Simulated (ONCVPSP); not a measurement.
**Transferability test, ONCV potential for Rh**

| Quantity | Value |
| --- | --- |
| Element | rhodium |
| Generator | ONCVPSP 4.0.1 |
| Type | optimised norm-conserving Vanderbilt (ONCV) |
| Functional | PBE |
| Relativity | scalar-relativistic |
| Frozen core | [Ar] 3d10 |
| Valence charge | 17 |
| Reference configuration | 4s2 4p6 4d8 5s1 |
| Partial waves | 4s+5s: rc 1.85 bohr, ncon 5, nbas 8, qcut 6.7 1/bohr, 2 projectors; 4p: rc 1.60 bohr, ncon 4, nbas 7, qcut 9.3 1/bohr, 2 projectors, debl 2 Ha; 4d: rc 1.30 bohr, ncon 4, nbas 7, qcut 6.2 1/bohr, 2 projectors, debl 2.2 Ha |
| Local potential | polynomial inside 1.15 bohr (lpopt 5, dvloc0 4 Ha) |
| Core correction | Teter function, fcfact 2.5, rcfact 1.2 |

Energies are relative to the spin-unpolarised reference configuration 4s2 4p6 4d8 5s1; without spin polarisation the order of configurations can differ from experiment.

```tsv
valence configuration	charge	ΔE all-electron (eV)	error AE − PS (meV)
4s2 4p6 4d8 5s0	+1	7.461	-2.4
4s2 4p6 4d7 5s0	+2	26.971	-1.8
4s2 4p6 4d8.5 5s0.5	0	-0.631	-1.8
```

(1) What are ΔE and the potential's error for 4s2 4p6 4d6 5s0?

Results:

(1) ΔE = 59.476 eV all-electron; the error (AE − PS) is -1.0 meV.
